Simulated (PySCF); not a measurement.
# Au: interval between two levels

Au [Xe] 4f14 5d10 6s1 [2S1/2, M_J = 1/2] → Au [Xe] 4f14 5d10 6p1 [2P3/2, M_J = 3/2], as a difference of total energies. Calculation: PySCF 2.14, in x2c-SVPall-2c with one added diffuse shell each of s, d type (8s9p10d2f, 99 functions); the two-component X2C-1e Hamiltonian. Correlated levels: [Kr] 4d10 4f14 frozen; the 22 highest virtual spinors dropped. "Screened" scales the spin-orbit matrix elements by Boettger's factors to mimic the two-electron term; Breit and QED terms are absent.

| method | interval between two levels (cm⁻¹) |
| --- | --- |
| GHF (spin-free) | 39299 |
| GMP2 (spin-free) | 41821 |
| GHF (screened spin-orbit) | 40589 |
| GMP2 (screened spin-orbit) | 43234 |

The spin-free rows lack the spin-orbit shift.

Errors of the correlated levels include the incompleteness of this basis and the frozen core.

The determinant of the upper state mixes levels of different J (the jj label is only the starting occupation), so the difference between spin-free and spin-orbit rows is not the physical spin-orbit shift.

For comparison: 41175 cm⁻¹ (measured; NIST Handbook of Basic Atomic Spectroscopic Data (Sansonetti and Martin, J. Phys. Chem. Ref. Data 34, 1559 (2005))).
